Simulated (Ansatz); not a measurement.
One group Y is varied and pulled off as a radical: Y-Sn(OH)3. Isolated molecules, 0 K electronic values unless said otherwise. Each species was relaxed from one start; no search for lower structures was made at this level. In the def2 sets, heavy atoms carry core potentials. Strings in code marks are SMILES.

Level of theory: PBE-D3(BJ)/def2-TZVP // PBE0-D3(BJ)/def2-SVP (Ansatz, an electronic-structure program). 

| species | vertical ionisation energy (Delta-SCF) (eV) | HOMO (eV) | LUMO (eV) |
|---|---|---|---|
| Y = methyl (`[OH][Sn]([OH])([CH3])[OH]`) | 9.68 | … | … |
| Y = ethyl (`[OH][Sn]([OH])([OH])[CH2]C`) | 9.33 | -6.61 | -1.83 |
| Y = isopropyl (`C[CH](C)[Sn]([OH])([OH])[OH]`) | … | -6.45 | -1.83 |
| Y = tert-butyl | 8.82 | -6.32 | -1.87 |
| Y = benzyl (`[OH][Sn]([OH])([OH])[CH2]c1ccccc1`) | 8.39 | -6.10 | … |
| Y = trifluoromethyl | 10.04 | -7.23 | -2.63 |

Question: Some entries are withheld; supply them.

Answer: 
- Y = methyl (`[OH][Sn]([OH])([CH3])[OH]`), HOMO (eV): -6.78
- Y = methyl (`[OH][Sn]([OH])([CH3])[OH]`), LUMO (eV): -1.85
- Y = isopropyl (`C[CH](C)[Sn]([OH])([OH])[OH]`), vertical ionisation energy (Delta-SCF) (eV): 9.04
- Y = benzyl (`[OH][Sn]([OH])([OH])[CH2]c1ccccc1`), LUMO (eV): -2.17
